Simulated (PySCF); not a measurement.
Level of theory: PBE-D3(BJ)/def2-TZVP // r2SCAN-D4/def2-TZVP (PySCF). All species are isolated molecules in the gas phase. One relaxed conformer stands for a flexible species; it need not be the lowest. Delta-SCF ions had no search for a lower state. Excitations are Tamm–Dancoff values on a coarser integration grid. The basis has no diffuse functions, so Rydberg states are missing or too high.

Reference species (SMILES): `BBBO` (neutral, multiplicity 1).

The vertical ionisation energy (Delta-SCF) is 9.70 eV and the S1 excitation (TDA) comes out as 4.02 eV. The S1–T1 gap (TDA) is 0.71 eV. The HOMO is -6.50 eV.

Changed species: `BBOB`.

### Question
Give the shifts of the vertical ionisation energy (Delta-SCF), S1 excitation (TDA), S1–T1 gap (TDA) and HOMO.

### Answer
the vertical ionisation energy (Delta-SCF) goes up by 0.25 eV, to 9.95 eV; the S1 excitation (TDA) drops by 0.04 eV, to 3.98 eV; the S1–T1 gap (TDA) increases by 0.05 eV, to 0.76 eV; the HOMO falls by 0.25 eV, to -6.75 eV.
